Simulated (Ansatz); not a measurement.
Reaction (adduct formation): PH₃ + `[Cl][Ga]([Cl])[Cl]` → `[PH3+][Ga-]([Cl])([Cl])[Cl]`

Isolated molecules relaxed with PBE0-D4/def2-TZVP in Ansatz; ΔE leaves out vibrations. CBS: MP2 limit from def2 TZ/QZ plus the TZ coupled-cluster correction, frozen cores. This one scheme is used for every species. DFT in def2-TZVPP. For Ga outer-core shells are correlated without core-valence functions, which leaves a few kJ/mol of doubt a bond. Scalar relativity is left out up to krypton. Each species was taken in one conformer, which may not be the lowest.

PH₃:

Z-matrix (Å, degrees):
```
P
H 1 1.420
H 1 1.420 2 93.1
H 1 1.420 2 93.1 3 93.3
```

`[Cl][Ga]([Cl])[Cl]`:

Cartesian coordinates in Å:
```
Cl -2.088 0.316 0.008
Ga 0.000 0.000 0.000
Cl 1.216 1.020 -1.392
Cl 0.871 -1.336 1.384
```

`[PH3+][Ga-]([Cl])([Cl])[Cl]`:

Z-matrix (Å, degrees):
```
P
Ga 1 2.487
H 1 1.407 2 117.1
H 1 1.407 2 117.3 3 -120.0
H 1 1.407 2 117.1 3 119.9
Cl 2 2.153 1 100.2 3 -61.9
Cl 2 2.153 1 100.2 3 58.1
Cl 2 2.153 1 100.2 3 178.1
```

CCSD(T)/CBS gives -0.80 eV.

Q: Another level gave -0.44 eV. Which?
A. r2SCAN/def2-TZVPP
B. BLYP/def2-TZVPP
C. BHLYP/def2-TZVPP
D. LDA (SPW92)/def2-TZVPP

A: B. BLYP -0.44, BHLYP -0.67, LDA (SPW92) -0.94, r2SCAN -0.79 eV.

Largest T1 diagnostic among the species: 0.013.

From BLYP to BHLYP (50 % exact exchange), in def2-TZVPP and without D4, ΔE moves by −0.23 eV. The D4 term adds −0.22 eV with B3LYP and −0.12 eV with PBE0; it sums over pairs of atoms, weighted by their polarisabilities, and B3LYP, whose exchange is more repulsive, gets the larger term. At CCSD(T), def2-SVP lies +0.16 eV from the extrapolated value and def2-TZVPP +0.05 eV.

B3LYP here is the variant with VWN-RPA as its local correlation; programs differ in this.
